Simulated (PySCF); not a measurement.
C3H7N, SMILES `C=C(C)N`, neutral singlet in the gas phase. 

Z-matrix (Å, degrees):
```
C
C 1 1.3359
H 2 1.0805 1 120.50
H 2 1.0841 3 117.72 1 -178.49
N 1 1.3878 2 123.58 3 -174.93
H 5 1.0075 1 115.29 2 -16.56
H 5 1.0075 6 112.29 1 134.65
C 1 1.4944 2 122.66 3 1.68
H 8 1.0885 1 111.04 2 0.11
H 8 1.0938 9 108.85 1 121.91
H 8 1.0956 9 108.20 10 116.34
```
Charge 0, multiplicity 1.

All levels are single points at this geometry (PBE0-D3(BJ)/def2-TZVP); Pople sets use spherical d functions. Orbital energies aren't observables, and empty levels follow the basis.

```
level                           HOMO (eV)  LUMO (eV)  gap (eV)  dipole (D)  vertical IE, Delta-SCF (eV)
------------------------------  ---------  ---------  --------  ----------  ---------------------------
PBE-D3(BJ)/def2-TZVP in PySCF       -4.75       0.00      4.75        1.59                         8.05
PBE0-D3(BJ)/def2-TZVP in PySCF      -5.90       0.91      6.81        1.57                         8.07
B3LYP/6-311+G** in PySCF            -5.75      -0.12      5.63        1.53                            –
B3LYP/6-31G* in PySCF               -5.28       1.48      6.76        1.61                         7.86
PBE/6-31G* in PySCF                 -4.30       0.70      5.00        1.65                         7.78
HF/3-21G in PySCF                   -8.20       5.82     14.03        1.73                            –
```
